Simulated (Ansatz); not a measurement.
Input file for Ansatz (a program for electronic structure): R-wB97M-V/def2-TZVPP on CH5InO (SMILES [CH3][InH][OH]), a point of a torsion scan. Elements past Kr take the def2 small-core potentials; no spin–orbit coupling.

Ansatz 0.2 input:
```yaml
crystal:
  periodic: [false, false, false]
  atoms:
    - {symbol: C, position_ang: [-1.36886145, -0.22342035, 0.06274015]}
    - {symbol: In, position_ang: [0.47481808, 0.88681520, 0.60696843]}
    - {symbol: O, position_ang: [0.67157091, 2.64446112, -0.19542172]}
    - {symbol: H, position_ang: [-1.21712276, -0.67172891, -0.91663588]}
    - {symbol: H, position_ang: [-2.16465868, 0.51776108, 0.00825502]}
    - {symbol: H, position_ang: [-1.61628912, -0.99126256, 0.78672998]}
    - {symbol: H, position_ang: [1.85202630, 0.62257161, 1.58039464]}
    - {symbol: H, position_ang: [0.01463795, 3.00385391, -0.78795840]}
basis:
  gaussian:
    orbitals: def2-TZVPP
hamiltonian:
  xc: {name: wB97M-V}
scf: {lower_state_search: off}
```

Program output:

```
WARN ansatz: RAYON_NUM_THREADS=1 ignored (pool sized by the plan → 1); use --threads N
Functional definition: wB97M-V
these checks for a lower state are left out or cut short: stability, starts, cluster_reference, orbital_swaps, neighbouring_geometries, increment
integrals: 0.11 GiB planned
1050 factors; their error is unknown
integrals: 0.15 GiB planned
258 factors; integrals over basis functions are off by at most 1.2e-5 eV
mean field: 0.99 GiB planned
mean field evaluation 1: about -8329.5374 eV, gradient 6.7e1 eV
mean field evaluation 2: about -8325.3833 eV, gradient 8.4e1 eV
mean field evaluation 4: about -8337.9280 eV, gradient 3.2e0 eV
mean field evaluation 8: about -8337.9596 eV, gradient 4.2e-2 eV
mean field evaluation 16: about -8337.9806 eV, gradient 4.8e-5 eV
mean field -8337.98063606 eV, -306.4151366891 hartree, gradient 3.7e-6 eV, S^2 0.000000; 0 other end points of the search recorded, 0 dependent functions left out
reference -8337.98070473 eV, -306.4151392126 hartree; 20, 20 occupied and 162, 162 virtual orbitals, 1050 factors
Total energy: -8337.98070473 eV, -306.4151392126 hartree
Checks for a lower state left out: stability, starts, cluster_reference, orbital_swaps, neighbouring_geometries, increment
```

Self-consistency was reached.

Cost: roughly 6 core-seconds.
